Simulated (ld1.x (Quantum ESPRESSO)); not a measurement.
**Before and after: TM potential for silicon (Si)**

```json
{"Element": "silicon", "Generator": "ld1.x (Quantum ESPRESSO) 7.5", "Type": "norm-conserving Troullier–Martins (Kleinman–Bylander form)", "Functional": "PW91", "Relativity": "scalar-relativistic", "Frozen core": "[Ne]", "Valence charge": "4", "Reference configuration": "3s2 3p2", "Partial waves": "3s (bound): rc 1.40 bohr; 3p (bound): rc 1.85 bohr", "Local potential": "all-electron potential smoothed inside 1.25 bohr (lloc = -1)", "Core correction": "none"}
```

All-electron outer shells of the reference configuration (PW91, scalar-relativistic, ld1.x):

```json
{"shell": "2s", "level (eV)": "-139.56", "outermost node (bohr)": "0.15", "outermost maximum (bohr)": "0.45"}
{"shell": "2p", "level (eV)": "-95.72", "outermost node (bohr)": "–", "outermost maximum (bohr)": "0.39"}
{"shell": "3s", "level (eV)": "-10.86", "outermost node (bohr)": "0.72", "outermost maximum (bohr)": "1.77"}
{"shell": "3p", "level (eV)": "-4.12", "outermost node (bohr)": "0.72", "outermost maximum (bohr)": "2.14"}
```

Change: local potential all-electron potential smoothed inside 2.16 bohr (lloc = -1).

Cutoffs: the cutoffs (Ry, on a coarse ladder) from which the occupation-weighted sum of valence levels, in a spherical-Bessel basis at the reference potential, stays within 10 and 1 mRy of its value at 400 Ry; they do not see the model core or the augmentation charge, which bear on the density cutoff. Errors are all-electron minus pseudo energies relative to the spin-unpolarised reference configuration.

Task: What does the change do?

Result: The potential gets harder (18 Ry and 70 Ry → 30 Ry and 70 Ry); of the 7 tests that both files solve, the error grows in 0 and shrinks in 5 by more than 15 % and 0.3 meV (median size 14.6 → 9.7 meV); neither file shows a bound ghost. That the errors move this way runs against the usual rule that smaller radii transfer better.

```csv
quantity,base,changed
"cutoff, loose",18 Ry,30 Ry
"cutoff, tight",70 Ry,70 Ry
loose cutoff by channel (10 mRy a level),"s 12 Ry, p 6 Ry","s 15 Ry, p 6 Ry"
bound ghosts,none,none
"error for 3s2 3p1, meV [ΔE 7.78 eV]",+14,+2.2
"error for 3s2 3p0, meV [ΔE 23.84 eV]",+149,+19
"error for 3s1 3p0, meV [ΔE 57.88 eV]",+620,+105
"error for 3s0 3p4, meV [ΔE 13.80 eV]",+25,+24
"error for 3s2 3p1.5, meV [ΔE 2.94 eV]",+2.2,+0.3
"error for 3s1 3p3, meV [ΔE 6.82 eV]",+6.3,+5.6
"error for 3s1 3p2, meV [ΔE 15.22 eV]",+15,+9.7
```
